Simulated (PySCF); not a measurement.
These are PySCF 2.14.0 with PBE-D3(BJ)/def2-TZVP // PBE0-D3(BJ)/def2-SVP values and carry that method's errors. All species are isolated molecules in the gas phase. One relaxed conformer stands for a flexible species; it need not be the lowest. Excitations are Tamm–Dancoff values on a coarser integration grid. The basis has no diffuse functions, so Rydberg states are missing or too high.

Reference species (SMILES): `c1(ccc(C(F)(F)F)cc1)C=C` (C–C–C–C torsion 179°) (neutral, multiplicity 1).

- LUMO = -2.49 eV
- S1–T1 gap (TDA) = 1.40 eV

Changed species: `C(/C(F)(F)F)=C/c1ccccc1` (C–C–C–C torsion 152°).

Question: Predict the effect on the LUMO and S1–T1 gap (TDA).

Answer: the LUMO rises by 0.03 eV, to -2.46 eV; the S1–T1 gap (TDA) falls by 0.21 eV, to 1.19 eV.
